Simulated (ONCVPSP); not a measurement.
**Before and after: ONCV potential for technetium (Tc)**

```
Element                 : technetium (Tc)
Generator               : ONCVPSP 4.0.1
Type                    : optimised norm-conserving Vanderbilt (ONCV)
Functional              : PBE
Relativity              : scalar-relativistic
Frozen core             : [Kr]
Valence charge          : 7
Reference configuration : 4d5 5s2
Partial waves           : 5s: rc 2.80 bohr, ncon 4, nbas 8, qcut 2.4 1/bohr, 1 projector; p scattering state at 0.45 Ha: rc 2.95 bohr, ncon 4, nbas 9, qcut 2.6 1/bohr, 2 projectors, debl 0.6 Ha; 4d: rc 2.00 bohr, ncon 4, nbas 7, qcut 6.6 1/bohr, 2 projectors, debl 2.9 Ha
Local potential         : polynomial inside 1.75 bohr (lpopt 5, dvloc0 6 Ha)
Core correction         : none
```

In the p channel the program set the typed energies aside and used 0.050, 0.650 Ha.

All-electron outer shells of the reference configuration (PBE, scalar-relativistic, ld1.x):

```csv
shell,level (eV),outermost node (bohr),outermost maximum (bohr)
4p,-45.34,0.51,1.03
4d,-6.66,0.50,1.27
5s,-5.04,1.28,2.72
```

Change: d: rc 1.36; local potential polynomial inside 1.36 bohr (lpopt 5, dvloc0 6 Ha).

Cutoffs: the cutoffs (Ha) at which the residual kinetic energy of the hardest occupied pseudo-wave falls to 1 and 0.1 mHa per electron; they do not see the model core or the augmentation charge, which bear on the density cutoff. Errors are all-electron minus pseudo energies relative to the spin-unpolarised reference configuration.

Question: What does the change do?

Answer: The potential gets harder (18 Ha and 20 Ha → 23 Ha and 72 Ha); a bound ghost appears in s, which as a rule spoils a file; the lowest positive-energy flag moves from none to p at 44.2 eV; the number of tests with a reliable result goes from 4 to 2. A smaller radius makes the pseudo-wave follow the all-electron one further in, where it bends more sharply, so more plane waves are needed.

```csv
quantity,base,changed
"cutoff, loose",18 Ha,23 Ha
"cutoff, tight",20 Ha,72 Ha
loose cutoff by channel,"s 2.9 Ha, d 18 Ha","s 2.9 Ha, d 23 Ha"
bound ghosts,none,s
GHOST(+) flags under 300 eV,none,p at 44.2 eV
tests with a reliable result,4 of 4,2 of 4
"error for 4d5 5s1, meV [ΔE 8.15 eV]",+7.1,+4.5
"error for 4d5 5s0, meV [ΔE 23.01 eV]",+74,+70
s: phases at 2.84 bohr within 0.05 rad from the reference energy up to (Ha; the scan ends near 5),0.7,1.3
p: phases at 3.00 bohr within 0.05 rad from the reference energy up to (Ha; the scan ends near 5),1.7,1.4
```

 A true bound ghost makes a file unfit for plane-wave use even where its test errors are small: the radial tests pick states by their node count and pass the ghost by.
